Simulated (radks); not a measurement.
The numbers below are computed, except where a source is named.
Valence configurations of Ar2+ (all share [Ne]). Code: a radial shooting solver on a logarithmic mesh with Libxc functionals. Model: scalar-relativistic Kohn-Sham, PBE, spin-polarised, spherical densities, finite nucleus; open shells are filled with parallel spins first; Fermi nuclear charge, rms radius 3.4274 fm. Energies are relative to 3s2 3p4; eigenvalues in eV for spin up.

3s2 3p4: E (eV) 0.000; moment (Bohr magnetons) 2; e(3p) -36.468; e(3s) -51.661
3s1.5 3p4.5: E (eV) 7.525; moment (Bohr magnetons) 2; e(3p) -36.763; e(3s) -52.002
3s1 3p5: E (eV) 15.050; moment (Bohr magnetons) 2; e(3p) -37.057; e(3s) -52.342
3s0.5 3p5.5: E (eV) 23.651; moment (Bohr magnetons) 1; e(3p) -36.803; e(3s) -52.066
3p6: E (eV) 31.595; moment (Bohr magnetons) 0; e(3p) -36.459

NIST lists [Ne] 3s2 3p4 as the ground configuration; this level of theory agrees among the configurations tried. The energies are those of spherical high-spin densities, not of single terms.
